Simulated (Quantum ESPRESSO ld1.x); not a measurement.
Results of a calculation; reference values are marked as such.
Task: Fe3+, configuration [Ar] 3d5 (the NIST ground configuration). Level of theory: non-relativistic Kohn-Sham, exchange-only LDA, spin-polarised, spherical densities, point nucleus; open shells are filled with parallel spins first (ld1.x of Quantum ESPRESSO 7.5). Some entries of the table are withheld. Estimate them.

orbital  occ.  eigenvalue (eV)  <1/r> (bohr^-1)
1s up       1         -6952.25            25.47
1s down     1         -6952.24            25.47
2s up       1         -841.185            5.445
2s down     1         -838.042            5.458
2p up       3         -731.554            5.405
2p down     3         -729.170            5.417
3s up       1         -129.082            1.738
3s down     1         -122.476            1.727
3p up       3         -96.9329              (1)
3p down     3         -90.4309              (2)
3d up       5              (3)              (4)
3d down     0              (5)              (6)

Result: 
(1) 3p up <1/r> (bohr^-1): 1.621
(2) 3p down <1/r> (bohr^-1): 1.607
(3) 3d up eigenvalue (eV): -44.2811
(4) 3d up <1/r> (bohr^-1): 1.324
(5) 3d down eigenvalue (eV): -38.0310
(6) 3d down <1/r> (bohr^-1): 1.292
